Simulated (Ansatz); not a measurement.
Consider the silylene formation by 1,1-elimination: `[CH3][GeH]([F])[SiH2]F` → `[CH3][GeH]([F])[F]` + `[SiH2]`.

Isolated molecules relaxed with PBE0-D4/def2-TZVP in Ansatz; ΔE leaves out vibrations. CBS: MP2 limit from def2 TZ/QZ plus the TZ coupled-cluster correction, frozen cores. This one scheme is used for every species. Functionals use def2-TZVPP. B3LYP here is the variant with VWN-RPA as its local correlation; programs differ in this. For Ge outer-core shells are correlated without core-valence functions, which leaves a few kJ/mol of doubt a bond. Scalar relativity is left out up to krypton. Each species was taken in one conformer, which may not be the lowest.

`[CH3][GeH]([F])[SiH2]F`:

Cartesian coordinates in Å:
```
C 1.341 0.972 -0.750
Ge -0.494 0.636 -0.210
F -1.410 0.468 -1.698
Si -0.829 -1.404 1.001
F 0.142 -2.528 0.393
H 1.964 1.156 0.127
H 1.734 0.110 -1.289
H 1.375 1.848 -1.399
H -1.121 1.851 0.506
H -2.228 -1.883 0.888
H -0.473 -1.226 2.433
```

`[CH3][GeH]([F])[F]`:

```xyz
8

C     1.041   -0.129    0.145
Ge   -0.825    0.145   -0.225
F    -1.477    1.191    0.989
F    -1.656   -1.355    0.012
H     1.463   -0.843   -0.564
H     1.581    0.816    0.068
H     1.147   -0.521    1.156
H    -1.273    0.696   -1.581
```

`[SiH2]`:

Cartesian coordinates in Å:
```
Si 0.432 -0.539 0.171
H -0.221 0.595 0.954
H -0.210 -0.056 -1.125
```

(1) Is it downhill or uphill in electronic energy at CCSD(T)/CBS, and by how much? (Best estimate.)

(2) What do these levels give: PBE-D4, B3LYP-D4, B2PLYP, PBE, r2SCAN, CCSD/def2-TZVPP? (An estimate is asked.)

Largest T1 diagnostic among the species: 0.014.

Answers

(1) The calculation gave: Uphill: ΔE = +68.5 kcal/mol.

(2) Ansatz gave: PBE-D4 70.0, B3LYP-D4 67.9, B2PLYP 66.7, PBE 68.2, r2SCAN 72.3, CCSD/def2-TZVPP 64.8 kcal/mol.

From PBE to PBE0 (25 % exact exchange), in def2-TZVPP and without D4, ΔE moves by +1.8 kcal/mol. In def2-TZVPP, CCSD(T) changes the Hartree–Fock value by +3.3 kcal/mol (the triples alone add +0.8 kcal/mol) and MP2 by +7.5 kcal/mol. The D4 term adds +2.8 kcal/mol with B3LYP and +1.6 kcal/mol with PBE0; it sums over pairs of atoms, weighted by their polarisabilities, and B3LYP, whose exchange is more repulsive, gets the larger term.
